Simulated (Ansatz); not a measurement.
Input file for Ansatz (a quantum-chemistry and plane-wave program): R-CAM-B3LYP/def2-TZVPP on B2BeH8.

Ansatz 0.2 input:
```yaml
crystal:
  periodic: [false, false, false]
  atoms:
    - {symbol: Be, position_ang: [-0.00000000, -0.00000000, 0.00000000]}
    - {symbol: B, position_ang: [0.00000000, 0.00000000, 1.83795247]}
    - {symbol: H, position_ang: [1.01508039, -0.00000000, 1.05675749]}
    - {symbol: H, position_ang: [-1.01508039, -0.00000000, 1.05675749]}
    - {symbol: H, position_ang: [0.00000000, 1.02809345, 2.43830440]}
    - {symbol: H, position_ang: [-0.00000000, -1.02809345, 2.43830440]}
    - {symbol: B, position_ang: [-0.00000000, 0.00000000, -1.83795247]}
    - {symbol: H, position_ang: [-0.00000000, 1.01508039, -1.05675749]}
    - {symbol: H, position_ang: [-0.00000000, -1.01508039, -1.05675749]}
    - {symbol: H, position_ang: [1.02809345, 0.00000000, -2.43830440]}
    - {symbol: H, position_ang: [-1.02809345, -0.00000000, -2.43830440]}
basis:
  gaussian:
    orbitals: def2-TZVPP
hamiltonian:
  xc: {name: CAM-B3LYP}
scf: {lower_state_search: off}
```

The log:

```
WARN ansatz: RAYON_NUM_THREADS=4 ignored (pool sized by the plan → 4); use --threads N
Functional definition: CAM-B3LYP
these checks for a lower state are left out or cut short: stability, starts, cluster_reference, orbital_swaps, neighbouring_geometries, increment
integrals: 0.09 GiB planned
951 factors; their error is unknown
integrals: 0.12 GiB planned
333 factors; integrals over basis functions are off by at most 2.1e-5 eV
mean field: 0.91 GiB planned
mean field evaluation 1: about -1880.7574 eV, gradient 3.1e1 eV
mean field evaluation 2: about -1882.5878 eV, gradient 1.9e1 eV
mean field evaluation 4: about -1883.6247 eV, gradient 3.0e-1 eV
mean field evaluation 8: about -1883.6194 eV, gradient 3.9e-2 eV
mean field evaluation 16: about -1883.6194 eV, gradient 1.5e-6 eV
mean field -1883.61942852 eV, -69.2217372349 hartree, gradient 1.5e-6 eV, S^2 0.000000; 0 other end points of the search recorded, 0 dependent functions left out
reference -1883.61956968 eV, -69.2217424226 hartree; 11, 11 occupied and 182, 182 virtual orbitals, 951 factors
Total energy: -1883.61956968 eV, -69.2217424226 hartree
Checks for a lower state left out: stability, starts, cluster_reference, orbital_swaps, neighbouring_geometries, increment
```

Self-consistency was reached.

Cost: roughly 4 core-seconds.
